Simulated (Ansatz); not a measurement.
A nudged elastic band was laid between two geometries of CH8ClNSi2 (13 atoms, charge 0, multiplicity 1).

Method: RKS B3LYP/def2-SVP in Ansatz 0.2.0.

```yaml
movable_images: 7
climbing_image: yes
spring: 5.0 eV/Å²
optimiser: quadratic models (default)
start_path: IDPP
force_threshold: 0.05 eV/Å
iteration_limit: 57
end_points: relaxed
```

First end point:

```xyz
13
Properties=species:S:1:pos:R:3
N -1.040 0.787 -1.045
C -0.537 0.069 0.143
Si 0.155 -1.670 -0.251
Si 0.604 1.235 1.096
Cl 2.185 1.779 -0.162
H -0.278 0.976 -1.699
H -1.735 0.237 -1.551
H -1.381 -0.073 0.849
H 0.571 -2.416 0.976
H 1.319 -1.549 -1.176
H -0.917 -2.445 -0.948
H 1.181 0.559 2.290
H -0.106 2.478 1.492
```

Last end point:

```xyz
13
Properties=species:S:1:pos:R:3
N -1.054 0.627 -1.102
C -0.493 -0.028 0.085
Si 0.469 -1.584 -0.458
Si 0.548 1.189 1.090
Cl 2.369 1.650 0.187
H -1.676 0.003 -1.617
H -1.602 1.452 -0.859
H -1.250 -0.388 0.826
H 0.943 -2.327 0.748
H 1.623 -1.249 -1.335
H -0.479 -2.456 -1.219
H 0.831 0.610 2.432
H -0.210 2.465 1.236
```

**Question.** Which bonds break or form, and what moves?

**Answer.** No bond is made or broken. The dihedral H7–N1–C2–Si3 goes from 55 to 178°.

**Question.** What energy profile does the band end with?

**Answer.** It converged. The highest image is number 4 of 0 to 8, 0.128 eV above the first end and 0.087 eV above the last; the last end lies 0.041 eV above the first. A vibrational analysis at the climbing image gives one clearly imaginary mode, 260i cm⁻¹: a first-order saddle point.

```csv
image,path coordinate (Å),energy (eV),dihedral H7–N1–C2–Si3 (°)
0,0.00,0.000,55
1,0.47,0.007,61
2,0.93,0.041,77
3,1.40,0.099,100
4,1.86,0.128,123
5,2.21,0.112,139
6,2.56,0.077,155
7,2.91,0.049,169
8,3.26,0.041,178
```

**Question.** What is the geometry of the highest image?

**Answer.** 
```xyz
13
Properties=species:S:1:pos:R:3
N -0.979 0.774 -1.101
C -0.507 0.014 0.081
Si 0.409 -1.592 -0.386
Si 0.475 1.205 1.178
Cl 2.332 1.617 0.312
H -0.769 0.316 -1.986
H -1.984 0.931 -1.072
H -1.354 -0.340 0.706
H 1.059 -2.193 0.815
H 1.434 -1.304 -1.428
H -0.574 -2.564 -0.954
H 0.738 0.613 2.523
H -0.260 2.488 1.327
```

**Question.** What are the harmonic wavenumbers there?

**Answer.** 260i, 57, 104, 139, 184, 247, 344, 489, 538, 556, 639, 671, 711, 737, 817, 883, 932, 943, 959, 961, 1035, 1060, 1159, 1320, 1625, 2209, 2212, 2231, 2238, 2245, 2969, 3506, 3593 cm⁻¹.

The run took 6.6 min on 2 threads of Arm Neoverse V1, with other jobs on the host, peak memory 0.3 GiB.
